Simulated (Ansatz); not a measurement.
**A basis-limit estimate, worked out**

The pair of Li⁺ (SMILES [Li+], atom 1) and C₂H₆ (SMILES CC, atoms 2–9), both closed shells, in one local arrangement (a lower one may exist), relaxed at PBE0-D4/def2-TZVP:

| atom | x (Å) | y (Å) | z (Å) |
| --- | --- | --- | --- |
| Li1 | 0.1400 | 0.2443 | -1.8628 |
| C2 | 0.2067 | 0.6729 | 0.4320 |
| C3 | -0.2366 | -0.7228 | -0.0109 |
| H4 | 0.4710 | 1.3986 | -0.3621 |
| H5 | -0.5821 | 1.1615 | 1.0030 |
| H6 | 1.0962 | 0.6109 | 1.0581 |
| H7 | -0.4645 | -1.3306 | 0.8638 |
| H8 | 0.5449 | -1.2995 | -0.5326 |
| H9 | -1.1756 | -0.7353 | -0.5886 |

Both fragments are computed in the basis of the whole pair.

Program: Ansatz 0.2.0. Basis: def2-TZVPPD and def2-QZVPPD. Cores are frozen in the correlated methods. The outer core shell of Li, Na, Mg and K is correlated.

Energies in eV:

| quantity | pair | first fragment | second fragment |
| --- | --- | --- | --- |
| Hartree–Fock, triple zeta (X = 3) | -2354.34559 | -196.91189 | -2156.73783 |
| Hartree–Fock, quadruple zeta (X = 4) | -2354.46481 | -196.91260 | -2156.84574 |
| MP2 correlation, X = 3 | -10.94976 | -0.82069 | -10.09195 |
| MP2 correlation, X = 4 | -11.55233 | -0.82259 | -10.67857 |
| CCSD(T) correlation, X = 3 | -12.28855 | -0.93838 | -11.31668 |

(1) Work out the interaction energy at the basis limit: extrapolate Hartree–Fock as E(X) = E∞ + A exp(−7.88 √X) and the MP2 correlation as E(X) = E∞ + B X^−2.97 (the exponents that Neese and Valeev fitted for def2-TZVPP and QZVPP, reused here for the diffuse sets), then add CCSD(T) − MP2 in triple zeta.

The T1 diagnostic stays at or below 0.008.

Answers

(1) Each step is linear, so take the differences first (pair − first fragment − second fragment): Hartree–Fock -0.69587 (X = 3) and -0.70647 (X = 4); MP2 correlation -0.03712 and -0.05117; CCSD(T) correlation -0.03349.
Two points give E∞ = E(4) + w [E(4) − E(3)], with w = 1/(exp(7.88 (2 − √3)) − 1) = 0.1377 for Hartree–Fock and w = 1/((4/3)^2.97 − 1) = 0.7407 for the correlation.
Hartree–Fock: -0.70647 + 0.1377 × (-0.01060) = -0.7079 eV.
MP2 correlation: -0.05117 + 0.7407 × (-0.01405) = -0.0616 eV.
CCSD(T) − MP2: -0.03349 − (-0.03712) = 0.0036 eV.
Sum: -0.7079 + (-0.0616) + 0.0036 = -0.7659 eV, or -17.66 kcal/mol. Plain CCSD(T) in triple zeta gives -0.7294 eV, so the larger basis shifts the result by -0.0365 eV.

For scale, one of the runs: CCSD(T)/def2-TZVPPD, 198 basis functions, launched by `ansatz run in.yaml --threads 2 --pin off --events-out ev --progress --plain --max-ram 5222MiB`. Time: 31 s of wall clock on 2 CPU threads; the host was shared. Peak host memory: 2.4 GiB.
